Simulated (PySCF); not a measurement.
# `[NH+](C)(C)[TlH3-]`, C₂H₁₀NTl: coupling constants with relativity

Geometry:
```
atom   x (Å)   y (Å)   z (Å)
  C1  -1.154  -0.982  -0.274
  N2  -0.246   0.142  -0.436
  C3  -0.697   1.351   0.235
 Tl4   2.099  -0.476   0.290
  H5  -0.776  -1.850  -0.832
  H6  -2.181  -0.754  -0.617
  H7  -1.203  -1.261   0.789
  H8  -0.119   0.334  -1.429
  H9  -0.741   1.170   1.319
 H10   0.019   2.165   0.058
 H11  -1.700   1.676  -0.102
 H12   1.685  -0.566   1.991
 H13   2.152  -1.943  -0.667
 H14   2.823   0.993  -0.336
```

[PySCF 2.14 with density-fitted X2C routines: indirect couplings; PBE0/pcJ-1 (dyall-v2z on Tl), isolated molecule, Gaussian nuclear model, PBE0-D3(BJ)/def2-SVP geometry]

Non-relativistic values:
```json
{"coupling": "1J(205Tl,15N)", "atoms": "Tl4 – N2", "J (Hz)": "82.0"}
{"coupling": "1J(205Tl,1H)", "atoms": "Tl4 – H12/H13/H14", "J (Hz)": "4052.2"}
{"coupling": "2J(205Tl,13C)", "atoms": "Tl4 – C1/C3", "J (Hz)": "2.5"}
{"coupling": "2J(205Tl,1H)", "atoms": "Tl4 – H8", "J (Hz)": "-4.4"}
{"coupling": "3J(205Tl,1H)", "atoms": "Tl4 – H5/H6/H7/H9/H10/H11", "J (Hz)": "14.5"}
```

Question: What do two-component X2C with spin–orbit coupling give?

Answer: 
```json
{"coupling": "1J(205Tl,15N)", "atoms": "Tl4 – N2", "with spin–orbit (Hz)": "317.5"}
{"coupling": "1J(205Tl,1H)", "atoms": "Tl4 – H12/H13/H14", "with spin–orbit (Hz)": "9770.8"}
{"coupling": "2J(205Tl,13C)", "atoms": "Tl4 – C1/C3", "with spin–orbit (Hz)": "12.1"}
{"coupling": "2J(205Tl,1H)", "atoms": "Tl4 – H8", "with spin–orbit (Hz)": "45.8"}
{"coupling": "3J(205Tl,1H)", "atoms": "Tl4 – H5/H6/H7/H9/H10/H11", "with spin–orbit (Hz)": "14.9"}
```

The largest listed coupling, 1J(205Tl,1H), ends at 2.41 times its non-relativistic value. Equivalent partners are averaged, as under fast rotation. In the static structure 3J(205Tl,1H) spreads over 7.1, 21.7, 15.9, 18.1, 5.1, 21.3 Hz.
